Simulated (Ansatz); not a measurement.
Mulliken charges of CH₄GeOS (`C[S][Ge][OH]`) from PBE/def2-TZVPP in Ansatz (PBE0-D4/def2-TZVP geometry).

```json
{"atom": "C1", "x (Å)": "-0.818", "y (Å)": "0.750", "z (Å)": "-1.123", "charge (e)": "-0.247"}
{"atom": "S2", "x (Å)": "0.711", "y (Å)": "0.165", "z (Å)": "-0.343", "charge (e)": "-0.251"}
{"atom": "Ge3", "x (Å)": "-0.129", "y (Å)": "-0.887", "z (Å)": "1.445", "charge (e)": "0.350"}
{"atom": "O4", "x (Å)": "1.405", "y (Å)": "-1.440", "z (Å)": "2.173", "charge (e)": "-0.380"}
{"atom": "H5", "x (Å)": "-0.792", "y (Å)": "1.837", "z (Å)": "-1.190", "charge (e)": "0.122"}
{"atom": "H6", "x (Å)": "-0.894", "y (Å)": "0.328", "z (Å)": "-2.124", "charge (e)": "0.122"}
{"atom": "H7", "x (Å)": "-1.695", "y (Å)": "0.452", "z (Å)": "-0.544", "charge (e)": "0.102"}
{"atom": "H8", "x (Å)": "2.212", "y (Å)": "-1.204", "z (Å)": "1.705", "charge (e)": "0.181"}
```

**Question.** By hand: the dipole of these point charges (1 e Å = 4.8032 D).

**Answer.** Σ q r = (-0.534, 0.102, -0.108) e Å, of length 0.554 e Å = 2.66 D.

**Question.** How does the dipole of the full density compare? (Estimate.)

**Answer.** The calculation gave: (-0.192, 0.169, -0.252) e Å, 1.72 D; the point charges give 1.55 times that, at 42° from its direction.

Point charges leave out the atoms' own dipoles, such as those of lone pairs, and Mulliken's split depends on the basis, so the two needn't agree.
